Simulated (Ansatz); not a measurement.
A nudged elastic band was laid between two geometries of BrCl3HIn (6 atoms, charge 0, multiplicity 1).

All numbers below come from RKS B3LYP-D4/def2-SVP (Ansatz).

| Item | Value |
| --- | --- |
| movable images | 5 |
| climbing image | yes |
| spring | 5.0 eV/Å² |
| optimiser | quadratic models (default) |
| start path | through a guess of the saddle point |
| force threshold | 0.05 eV/Å |
| iteration limit | 60 |
| end points | relaxed |

First end point:

```xyz
6
Properties=species:S:1:pos:R:3
In 0.013 -0.013 0.079
Cl 0.013 0.473 2.408
Cl 2.045 0.140 -1.079
Cl -2.035 0.041 -1.059
Br 0.083 -2.861 0.991
H 0.072 -2.100 2.216
```

Last end point:

```xyz
6
Properties=species:S:1:pos:R:3
In 0.026 -0.674 -0.267
Cl 0.022 0.067 2.501
Cl 2.030 0.325 -0.964
Cl -2.029 0.229 -0.945
Br 0.086 -3.038 0.584
H 0.055 -1.228 2.647
```

(1) Which bonds break or form, and what moves?

(2) What energy profile does the band end with?

(3) What is the geometry of the highest image?

(4) What are the harmonic wavenumbers there?

## Answers

(1) Bonds broken: Br5–H6. Bonds formed: Cl2–H6.

(2) The run converged. The highest image is number 3 of 0 to 6, 0.156 eV above the first end and 0.331 eV above the last; the last end lies 0.175 eV below the first. A vibrational analysis at the climbing image gives one clearly imaginary mode, 429i cm⁻¹: a first-order saddle point. The orbitals stay closed-shell, which can raise the energy where a bond breaks towards radicals; this wasn't checked here.

```tsv
image	path coordinate (Å)	energy (eV)	Br5–H6 (Å)	Cl2–H6 (Å)
0	0.00	0.000	1.44	2.58
1	0.26	0.017	1.46	2.27
2	0.53	0.084	1.51	1.96
3	0.79	0.156	1.66	1.67
4	1.11	-0.007	2.00	1.40
5	1.43	-0.144	2.35	1.32
6	1.75	-0.175	2.74	1.30
```

(3) 
```xyz
6
Properties=species:S:1:pos:R:3
In 0.018 -0.323 -0.043
Cl 0.021 0.070 2.459
Cl 2.070 0.202 -1.037
Cl -2.063 0.116 -1.018
Br 0.082 -2.821 1.052
H 0.061 -1.564 2.143
```

(4) 429i, 57, 82, 84, 99, 179, 298, 348, 395, 417, 638, 1121 cm⁻¹.

Time of the run: 100 s on 4 threads of Arm Neoverse V1, with other jobs on the host, peak memory 0.36 GiB.
